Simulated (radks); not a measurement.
The nuclear charge of neutral tungsten is varied continuously with 74 electrons held in [Xe] 4f14 5d4 6s2. Method: Dirac Kohn-Sham, BLYP, spin-unpolarised, spherical densities, point nucleus; open shells fill j = l - 1/2 first; computed with a radial shooting solver on a logarithmic mesh with Libxc functionals. By the Hellmann-Feynman theorem dE/dZ = E(electron-nucleus)/Z, the electronic potential at the nucleus.

Z	E (hartree)	E(electron-nucleus)/Z (hartree)	HOMO	e(HOMO) (eV)	<r> HOMO (bohr)
73.75	-16030.8114	-542.901	5d3/2	-2.362	2.153
74	-16166.8981	-545.793	5d3/2	-4.504	2.047
74.25	-16303.7079	-548.686	5d3/2	-6.859	1.961
74.5	-16441.2411	-551.581	6s1/2	-9.250	2.988
74.75	-16579.4984	-554.478	6s1/2	-11.311	2.895
75	-16718.4807	-557.380	6s1/2	-13.482	2.809

The central difference of E at Z = 74 is -545.793 hartree, to compare with the third column; the second derivative is -11.6 hartree.
